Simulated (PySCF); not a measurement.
C3H8BNO, SMILES C[C@@H]1CB(N)O1. Geometry: B3LYP-D3(BJ)/def2-SVP. The structure was generated by enumeration; whether it is a known compound was not checked. The values are those of a single conformer.

Task: Give the equilibrium geometry at B3LYP-D3(BJ)/def2-SVP (PySCF confirms it by a frequency run) as a Z-matrix. (The exact figures need the calculation; the answer reports its results.)

Result: One answer among several that fit: 
```
C
H 1 1.1044
O 1 1.4635 2 108.81
B 3 1.3847 1 90.51 2 -115.82
N 4 1.3980 3 126.55 1 178.99
H 5 1.0107 4 123.10 3 -179.99
H 5 1.0133 6 114.59 4 179.95
C 1 1.5127 2 110.50 3 122.58
H 8 1.1013 1 110.63 2 -60.99
H 8 1.1020 9 108.16 1 121.17
H 8 1.1021 9 108.53 10 117.54
C 1 1.5509 2 113.29 3 -103.09
H 12 1.0997 1 115.15 2 -4.31
H 12 1.1005 13 109.28 1 130.08
```
Charge 0, spin multiplicity 1.
